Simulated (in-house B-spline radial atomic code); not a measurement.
Settings and results of a run for Rh3+. Level of theory: Dirac-Kohn-Sham LDA VWN5, spherical fractional occupations, Fermi nucleus of rms radius 4.4945 fm; calculated with a B-spline radial code for spherical atoms.

Command:
```bash
python run_scf.py task.json out
```
Settings (nuclear radius in fm, mass in u):
```
Z                45
configuration    [Kr] 4d6
hamiltonian      dirac
method           lda,vwn
spin_polarised   False
nucleus          fermi
rms_radius       4.4945
atomic_mass      102.90549
speed_of_light   137.035999084
```

Output (hartree, bohr):
```
 radial grid: 69 intervals, B-splines of order 8, outer radius 28.1081 bohr

 iter        energy (Eh)    residual
    1       -4768.841526    5.26e-01
    2       -4773.153215    4.07e-01
    3       -4777.930678    7.27e-02
    4       -4778.117729    1.51e-02
    5       -4778.125871    8.52e-03
    6       -4778.127724    2.97e-03
    7       -4778.127964    7.83e-04
    8       -4778.127985    1.73e-05
    9       -4778.127985    4.25e-07

 total energy                     -4778.12799
 kinetic                            4979.9582
 electron-nucleus                 -11516.3058
 Hartree                            1891.1986
 exchange-correlation               -132.9789

 first-order corrections (not in the total)
   Gaunt                             3.4180
   retardation                      -0.3441
   frequency dependence             -0.0239
   self-energy                       2.2988
   Uehling                          -0.2763
   Wichmann-Kroll                    0.0047
   recoil                            0.0177

 orbital      occ     eigenvalue          <r>       <r^2>       <1/r>       r_max    small
 1s1/2      2.000      -846.4290    0.0326597  0.00144073     47.0023      0.0212  2.70e-02
 2s1/2      2.000      -123.8825     0.141712   0.0237302      10.777        0.12  5.61e-03
 2p1/2      2.000      -114.8764     0.120359   0.0177895     10.7635     0.09295  5.63e-03
 2p3/2      4.000      -109.5704     0.125232   0.0191301     10.1694     0.09703  5.42e-03
 3s1/2      2.000       -23.2323      0.39113    0.175246     3.73755       0.352  1.55e-03
 3p1/2      2.000       -19.7036     0.383487    0.171188      3.6444      0.3384  1.49e-03
 3p3/2      4.000       -18.7900     0.394293    0.180739      3.4998      0.3481  1.44e-03
 3d3/2      4.000       -12.5174     0.368496    0.162455     3.32986      0.2893  1.33e-03
 3d5/2      6.000       -12.3370     0.371987    0.165396     3.29251      0.2921  1.31e-03
 4s1/2      2.000        -4.3558      0.97183     1.06978     1.42328      0.8783  3.88e-04
 4p1/2      2.000        -3.2690      1.04397     1.24636     1.30678       0.922  3.36e-04
 4p3/2      4.000        -3.1192      1.07313     1.31682     1.26256      0.9467  3.21e-04
 4d3/2      2.400        -1.4710      1.36238     2.18861    0.974316       1.105  2.03e-04
 4d5/2      3.600        -1.4528      1.37535     2.23012    0.963883       1.115  1.99e-04
```

Time taken, with all properties: 2.2 s on 1 thread of Arm Neoverse V1, with other jobs on the host.

For the Dirac Hamiltonian the kinetic term is c α·p + (β - 1)c².
